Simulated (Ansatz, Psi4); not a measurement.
## Worked example: vertical energy of the triplet above the singlet of GaCl (SMILES [Cl][Ga])

GaCl has 2 atoms, charge 0, and is taken as a singlet. SMILES: `[Cl][Ga]`. The coordinates come from a PBE0-D4/def2-TZVP relaxation.

| atom | x (Å) | y (Å) | z (Å) |
| --- | --- | --- | --- |
| Cl | 0.0000 | 0.0000 | -0.0236 |
| Ga | 0.0000 | 0.0000 | 2.1922 |

Both states at this one shape; open shells run unrestricted unless said. 1 Eh = 27.2114 eV.

```tsv
level	program	singlet GaCl (Eh)	triplet GaCl (Eh)
CAM-B3LYP/STO-3G	Ansatz	-2357.420759	-2357.446690
B2PLYP/cc-pVTZ (density fitting for correlation), 14 core orbitals frozen	Psi4	-2384.662491	-2384.530670
```

Task: Work out the vertical gap, second state less first, at each level.

Result: 
1. CAM-B3LYP/STO-3G: -2357.446690 − (-2357.420759) = -0.025931 Eh = -0.71 eV.
2. B2PLYP/cc-pVTZ (density fitting for correlation): -2384.530670 − (-2384.662491) = 0.131821 Eh = 3.59 eV.

No measured value is set beside it here; the levels span -0.71 to 3.59 eV. Minimal sets are far from the basis-set limit. All-electron rows are non-relativistic unless named.
